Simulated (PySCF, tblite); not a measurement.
Isomers of C4H9ClOSi. Computed values, GFN2-xTB/tblite, gas phase, harmonic and unscaled. Against measured fundamentals such values can be off by several per cent, at times by over 20. Modes of hydrogen on silicon can be 10 to 20 % off. One conformer each.

Electronic energies: PBE0/pcSseg-1 single points on the GFN2-xTB geometries (PySCF, gas phase).

```tsv
SMILES	electronic energy, lowest = 0 (kcal/mol)
CO[C@@H]1C[C@@H]1[SiH2]Cl	33.2
Cl[C@H]1COCC[SiH2]1	40.0
C=C(C)O[SiH2]CCl	29.2
C=CC[Si@@H](O)CCl	18.1
CO[Si@@H](Cl)C1CC1	0.0
CCC(=O)[SiH2]CCl	42.2
C=C[C@@H](Cl)[SiH2]OC	39.8
CO[SiH2]C/C=C\Cl	35.4
CO[C@@H]1C[C@H]1[SiH2]Cl	33.7
```

Q: How do GFN2-xTB zero-point energies change the relative energies?

A: 
| SMILES | ZPE (kcal/mol) | of it from modes above 1550 cm⁻¹ | electronic (kcal/mol) | with ZPE, lowest = 0 (kcal/mol) | lowest mode (cm⁻¹) | rings |
| --- | --- | --- | --- | --- | --- | --- |
| CO[Si@@H](Cl)C1CC1 | 76.9 | 38.0 | 0.0 | 0.0 | 18 | 1 |
| C=CC[Si@@H](O)CCl | 74.7 | 41.3 | 18.1 | 15.9 | 38 | 0 |
| C=C(C)O[SiH2]CCl | 73.8 | 39.6 | 29.2 | 26.1 | 42 | 0 |
| CO[C@@H]1C[C@@H]1[SiH2]Cl | 75.0 | 36.6 | 33.2 | 31.3 | 41 | 1 |
| CO[C@@H]1C[C@H]1[SiH2]Cl | 74.9 | 36.6 | 33.7 | 31.8 | 23 | 1 |
| CO[SiH2]C/C=C\Cl | 73.9 | 38.9 | 35.4 | 32.4 | 29 | 0 |
| C=C[C@@H](Cl)[SiH2]OC | 73.7 | 39.2 | 39.8 | 36.6 | 48 | 0 |
| Cl[C@H]1COCC[SiH2]1 | 76.1 | 35.9 | 40.0 | 39.2 | 85 | 1 |
| CCC(=O)[SiH2]CCl | 73.6 | 39.0 | 42.2 | 38.9 | 19 | 0 |

The zero-point energies span 3.3 kcal/mol, from `CCC(=O)[SiH2]CCl` to `CO[Si@@H](Cl)C1CC1`. The lowest isomer stays, but the order above it changes.

Q: And how do the electronic energies of GFN2-xTB itself compare?

A: `CO[Si@@H](Cl)C1CC1` 0.0; `C=CC[Si@@H](O)CCl` 36.4; `C=C(C)O[SiH2]CCl` 21.6; `CO[C@@H]1C[C@@H]1[SiH2]Cl` 28.1; `CO[C@@H]1C[C@H]1[SiH2]Cl` 29.5; `CO[SiH2]C/C=C\Cl` 27.2; `C=C[C@@H](Cl)[SiH2]OC` 32.0; `Cl[C@H]1COCC[SiH2]1` 42.7; `CCC(=O)[SiH2]CCl` 60.6 kcal/mol, lowest = 0. Against the energies above, taken from the same isomer `CO[Si@@H](Cl)C1CC1`, the largest difference is 18.4 kcal/mol.

Q: What do entropy and thermal enthalpy add at 298.15 K and 1 bar (rigid rotor, harmonic oscillator, one conformer each)?

A: 
```tsv
SMILES	point group	symmetry number	S (cal/(mol K))	H − H(0) (kcal/mol)	ZPE + H − H(0) − TS (kcal/mol)
C=CC[Si@@H](O)CCl	C1	1	102.3	7.02	51.2
CO[C@@H]1C[C@@H]1[SiH2]Cl	C1	1	96.3	6.41	52.7
CO[SiH2]C/C=C\Cl	C1	1	102.4	6.92	50.3
C=C[C@@H](Cl)[SiH2]OC	C1	1	101.8	7.06	50.4
Cl[C@H]1COCC[SiH2]1	C1	1	87.9	5.62	55.5
```

Not tabulated: `CO[Si@@H](Cl)C1CC1` (lowest mode only 18 cm⁻¹); `C=C(C)O[SiH2]CCl` (point group not settled); `CO[C@@H]1C[C@H]1[SiH2]Cl` (lowest mode only 23 cm⁻¹); `CCC(=O)[SiH2]CCl` (lowest mode only 19 cm⁻¹).
